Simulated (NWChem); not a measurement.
System: CH$_{4}$N, doublet; SMILES C[NH]

Here is an NWChem input.

```
start job
memory heap 200 mb stack 900 mb global 1100 mb
geometry units angstroms noautoz
  C     -0.019958    -0.614296     0.000000
  N     -0.125444     0.825921     0.000000
  H      0.533540    -0.983309    -0.881604
  H     -1.015095    -1.070260     0.000000
  H      0.533540    -0.983309     0.881604
  H      0.841777     1.185341     0.000000
end
basis spherical
  * library def2-svp
end
dft
  odft
  mult 2
  xc xpbe96 cpbe96
  iterations 150
  mulliken
end
task dft energy
```

In the optimisation the excess spin sits in a" (Cs, its own frame). Geometry: optimised at B3LYP/6-31G* (spherical d), spin-unrestricted. No stability test was run on the SCF state.

### Question
Predict the main results of this run. (PBE/def2-SVP, spin-unrestricted.) Quantities: energy (Ha); highest occupied level (eV); lowest empty minus highest occupied level, either spin (eV); dipole (D); <S²>.

### Answer
```json
{
 "energy (Ha)": "-94.99",
 "highest occupied level (eV)": "-5.77",
 "lowest empty minus highest occupied level, either spin (eV)": "2.45",
 "dipole (D)": "1.94",
 "<S²>": "0.752"
}
```
